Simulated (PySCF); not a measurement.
Bonding in BMe2(OH)

Compound: BMe2(OH), C₂H₇BO.
Geometry (PBE0-D3(BJ)/def2-SVP, Å), atoms numbered from 1 in this order:
```
atom  x, y, z in Å
B1    -0.1086   -0.3909    0.0401
C2     1.4574   -0.3563   -0.1217
H3     1.7644    0.2836   -0.9651
H4     1.8955   -1.3562   -0.2526
H5     1.9082    0.0976    0.7785
C6    -0.9733    0.9334    0.0232
H7    -2.0423    0.7897    0.2504
H8    -0.9029    1.4080   -0.9708
H9    -0.5696    1.6718    0.7357
O10   -0.6881   -1.6116    0.2011
H11   -1.6427   -1.5547    0.3121
```

Bond orders from the PBE0/pcSseg-1 density (PySCF). One conformer (not necessarily the lowest) at the PBE0-D3(BJ)/def2-SVP geometry, without solvent, vibrations or thermal averaging.

(1) Set the Mayer orders of the bonds between heavy atoms beside their lengths.

(2) And the bonds to hydrogen?

(3) Sum the orders of all bonds at each heavy atom with more than one neighbour.

Answers

(1) 
```
  bond  length (Å)  Mayer order
 B1–C2       1.575        1.019
 B1–C6       1.582        1.008
B1–O10       1.361        1.320
```

(2) C–H: 0.95 to 0.96 (6 bonds); H–O: 0.93 (1 bond).

(3) B1 3.347, C2 3.890, C6 3.874, O10 2.251. Orders between atoms that aren't bonded are not in these sums.

Mayer orders depend on the basis set.
